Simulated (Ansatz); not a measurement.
Ansatz (a first-principles code) input (B2PLYP/def2-TZVPD):

Ansatz 0.2 input:
```yaml
crystal:
  periodic: [false, false, false]
  atoms:
    - {symbol: Si, position_ang: [0.20996450, 0.34372831, -0.11948282]}
    - {symbol: F, position_ang: [0.69613483, -0.83674561, -1.09244979]}
    - {symbol: F, position_ang: [0.76045455, -0.03005447, 1.34126771]}
    - {symbol: C, position_ang: [-1.65956697, 0.33570225, -0.06741339]}
    - {symbol: H, position_ang: [-2.07110698, 0.53323382, -1.05733286]}
    - {symbol: H, position_ang: [-2.02659060, 1.09155362, 0.62706973]}
    - {symbol: H, position_ang: [-1.99370794, -0.64999649, 0.26814170]}
basis:
  gaussian:
    orbitals: def2-TZVPD
hamiltonian:
  xc: {name: B2PLYP}
magnetization: {spin_polarized: true, initial_magnetization: 1}
correlation: {electrons: outside_noble_gas}
```

End of the output:

```
integrals: 0.24 GiB planned
1228 factors; integrals over basis functions are off by at most 9.9e-4 eV
0.27 GiB of the device are held for the grids
0.98 GiB of device memory are held for the factors and their scratch space
mean field: 1.49 GiB planned
mean field evaluation 1: about -14383.8719 eV, gradient 3.8e1 eV
mean field evaluation 2: about -14383.9137 eV, gradient 3.8e1 eV
mean field evaluation 4: about -14389.1182 eV, gradient 3.7e0 eV
mean field evaluation 8: about -14389.1856 eV, gradient 9.7e-2 eV
mean field evaluation 16: about -14389.1857 eV, gradient 2.5e-4 eV
mean field -14389.18571375 eV, -528.7928216399 hartree, gradient 3.9e-6 eV, S^2 0.752629; 0 other end points of the search recorded, 0 dependent functions left out
8 core orbitals not correlated
reference -14389.18588580 eV, -528.7928279625 hartree; 13, 12 occupied and 166, 167 virtual orbitals, 1228 factors
second order -24.99807765 eV of doubles, -0.00000000 eV of singles
Total energy: -14395.93536676 eV, -529.0408668130 hartree
```

It need not be the lowest isomer of its formula.
